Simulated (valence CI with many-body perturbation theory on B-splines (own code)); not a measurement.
**E1 line list for Zr XXVI**

Level of theory: relativistic CI+MBPT: five valence electrons over a frozen Dirac-Fock core [Ne], radial functions for each j: 9 s, 9 p, 8 d, 6 f, 3 g, 1 h, with the one-electron correlation potential Σ1 (screened to all orders), the two-electron term Σ2, the three-electron term Σ3, Breit, model QED; selected single and double excitations, second order for the rest (own B-spline code, finite nucleus).

No measured spectrum was set against this ion. As an estimate, levels of excited configurations hold to 0.05 to 0.15 % of their energy, terms of the ground configuration to about 0.5 %. Among the levels kept, up to 510 cm⁻¹ of a level comes from second order outside the variational space, and about a tenth of that is noise between levels of different J, which matters for small intervals.

Lines 1 to 50 of 180 in falling wavelength, among levels below 185.31 eV, chosen from the strongest by gf and those to the six lowest levels. Wavelengths and rates use the calculated energies, so an error of 500 cm⁻¹ moves a line at 38.98 nm by 0.19 % and its rate by three times that or more. Electric multipoles are in the length gauge, E1 and E2 with the static RPA response of the core. Weak lines are less certain than strong ones. Lines between different terms over intervals too small for the method are left out, as are lines whose strength nearly cancels. The highest levels of a list are the least certain.

Names give the largest LS component (configuration and term), which can be under half, so a name can repeat, a term be missing and a line seem to break the LS rules; names also repeat where a configuration has a term twice. Letters in brackets count levels of one name in rising energy.

```
λ vac (nm)                  Upper                  Lower   A (s⁻¹)  S (a.u.)
     38.98            3p5 2P°_3/2          3s 3p4 2P_1/2  3.27e+07  3.82e-03
     32.58      3s 3p3 3d 6D°_5/2      3s2 3p2 3d 4P_3/2  4.24e+07  4.35e-03
     32.18          3s 3p4 4P_5/2        3s2 3p3 2P°_3/2  5.57e+06  5.50e-04
     30.17      3s 3p3 3d 6D°_7/2      3s2 3p2 3d 4P_5/2  1.31e+08  1.42e-02
     28.61            3p5 2P°_3/2      3s2 3p2 3d 4P_3/2  6.78e+07  3.14e-03
     26.54            3p5 2P°_3/2          3s 3p4 2P_3/2  4.84e+08  1.79e-02
     25.89      3s 3p4 4P_3/2 [a]        3s2 3p3 2P°_3/2  1.63e+08  5.60e-03
     25.00      3s 3p3 3d 6D°_7/2      3s2 3p2 3d 4D_5/2  4.65e+07  2.87e-03
     24.77          3s 3p4 4P_1/2        3s2 3p3 2P°_3/2  9.47e+07  1.42e-03
     24.18      3s 3p3 3d 4F°_3/2          3s 3p4 2P_3/2  1.01e+08  2.83e-03
     23.66      3s 3p3 3d 6D°_3/2      3s2 3p2 3d 4D_3/2  1.06e+08  2.77e-03
     22.98      3s 3p3 3d 6D°_9/2      3s2 3p2 3d 4F_9/2  4.18e+08  2.50e-02
     22.75      3s 3p3 3d 6D°_1/2      3s2 3p2 3d 4D_1/2  2.84e+08  3.30e-03
     22.65      3s 3p3 3d 6D°_5/2  3s2 3p2 3d 2F_7/2 [a]  5.39e+07  1.85e-03
     22.03      3s 3p3 3d 6D°_5/2      3s2 3p2 3d 4F_7/2  6.81e+07  2.16e-03
     21.78      3s 3p3 3d 6D°_7/2      3s2 3p2 3d 4F_7/2  4.80e+08  1.96e-02
     21.45            3p5 2P°_3/2      3s2 3p2 3d 4D_3/2  5.45e+08  1.06e-02
     21.44      3s 3p3 3d 6D°_9/2  3s2 3p2 3d 2F_7/2 [a]  3.63e+08  1.77e-02
     21.43      3s 3p4 4P_3/2 [b]        3s2 3p3 2P°_3/2  1.25e+07  2.42e-04
     21.09      3s 3p3 3d 4F°_3/2      3s2 3p2 3d 4D_5/2  2.59e+08  4.80e-03
     21.07      3s 3p3 3d 6D°_3/2      3s2 3p2 3d 2F_5/2  1.77e+08  3.28e-03
     21.03      3s 3p3 3d 6D°_5/2      3s2 3p2 3d 2F_5/2  3.46e+08  9.52e-03
     20.89      3s 3p3 3d 6D°_9/2      3s2 3p2 3d 4F_7/2  2.98e+08  1.34e-02
     20.80      3s 3p3 3d 6D°_7/2      3s2 3p2 3d 2F_5/2  7.04e+07  2.50e-03
     20.73          3s 3p4 4P_5/2        3s2 3p3 2D°_5/2  6.88e+08  1.81e-02
     20.63            3p5 2P°_3/2      3s2 3p2 3d 4D_1/2  2.56e+08  4.44e-03
     20.01      3s 3p3 3d 6D°_1/2  3s2 3p2 3d 2P_1/2 [a]  2.01e+08  1.59e-03
     19.94      3s 3p3 3d 6D°_3/2  3s2 3p2 3d 2P_1/2 [a]  1.47e+08  2.30e-03
     19.83      3s 3p4 4P_3/2 [a]        3s2 3p3 2P°_1/2  1.59e+07  2.45e-04
     19.64      3s 3p3 3d 6D°_3/2  3s2 3p2 3d 2P_3/2 [a]  4.03e+08  6.03e-03
     19.61      3s 3p3 3d 6D°_5/2  3s2 3p2 3d 2P_3/2 [a]  8.59e+07  1.92e-03
     19.29          3s 3p4 2D_5/2        3s2 3p3 2P°_3/2  1.55e+09  3.29e-02
     19.24      3s2 3p2 3d 4F_3/2        3s2 3p3 2P°_3/2  8.68e+07  1.22e-03
     19.16          3s 3p4 4P_5/2        3s2 3p3 2D°_3/2  1.59e+09  3.31e-02
     19.16          3s 3p4 4P_1/2        3s2 3p3 2P°_1/2  1.55e+09  1.08e-02
     18.92      3s 3p3 3d 6D°_5/2      3s2 3p2 3d 4F_5/2  1.63e+08  3.27e-03
     18.73      3s 3p3 3d 6D°_7/2      3s2 3p2 3d 4F_5/2  2.08e+08  5.40e-03
     18.35            3p5 2P°_3/2  3s2 3p2 3d 2P_1/2 [a]  1.53e+09  1.87e-02
     18.21      3s2 3p2 3d 4F_5/2        3s2 3p3 2P°_3/2  2.33e+08  4.16e-03
     18.10            3p5 2P°_3/2  3s2 3p2 3d 2P_3/2 [a]  3.25e+09  3.81e-02
     18.02      3s 3p3 3d 4F°_3/2      3s2 3p2 3d 2F_5/2  1.03e+09  1.19e-02
     17.92      3s 3p4 4P_3/2 [a]        3s2 3p3 2D°_5/2  1.18e+09  1.34e-02
     17.87      3s 3p3 3d 6D°_5/2          3s 3p4 2D_5/2  8.98e+07  1.52e-03
     17.61  3s2 3p2 3d 2P_3/2 [a]        3s2 3p3 2P°_3/2  7.16e+08  7.71e-03
     17.51            3p5 2P°_3/2      3s2 3p2 3d 4F_5/2  6.44e+08  6.82e-03
     17.38  3s2 3p2 3d 2P_1/2 [a]        3s2 3p3 2P°_3/2  4.52e+08  2.34e-03
     17.10      3s 3p4 4P_3/2 [b]        3s2 3p3 2P°_1/2  6.55e+07  6.47e-04
     16.74      3s 3p4 4P_3/2 [a]        3s2 3p3 2D°_3/2  2.07e+08  1.92e-03
     16.65            3p5 2P°_3/2      3s2 3p2 3d 4F_3/2  3.94e+08  3.59e-03
     16.61            3p5 2P°_3/2          3s 3p4 2D_5/2  9.29e+09  8.40e-02
```
